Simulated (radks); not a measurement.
Question: All-electron atom: the cadmium ion Cd3+ in [Kr] 4d8.5 5s0.5 (fractional occupations, a model configuration). Method: scalar-relativistic Kohn-Sham, r2SCAN, spin-polarised, spherical densities, finite nucleus; open shells are filled with parallel spins first (spin-orbit coupling, left out, can overturn this in heavy ions); meta-GGA in the generalised Kohn-Sham scheme; Fermi nuclear charge, rms radius 4.6087 fm; computed with a radial shooting solver on a logarithmic mesh with Libxc functionals. Some entries of the table are withheld. Estimate them.

orbital,occ.,eigenvalue (hartree),<r> (bohr)
1s up,1,-978.1044,0.03040
1s down,1,-978.1038,0.03040
2s up,1,-146.9952,0.1316
2s down,1,-146.9769,0.1316
2p up,3,-131.9386,0.1149
2p down,3,-131.9248,0.1149
3s up,1,-28.79367,0.3574
3s down,1,-28.78866,0.3575
3p up,3,-23.81755,0.3565
3p down,3,-23.81044,0.3565
3d up,5,-16.05085,0.3346
3d down,5,-16.03646,0.3346
4s up,1,-5.44344,0.8768
4s down,1,-5.38068,0.8761
4p up,3,(1),0.9510
4p down,3,(2),0.9500
4d up,5,-1.81644,1.178
4d down,3.5,-1.74891,1.177
5s up,0.5,-1.22923,2.235
5s down,0,-1.16127,2.263

Answer: 
(1) 4p up eigenvalue (hartree): -3.96575
(2) 4p down eigenvalue (hartree): -3.90107
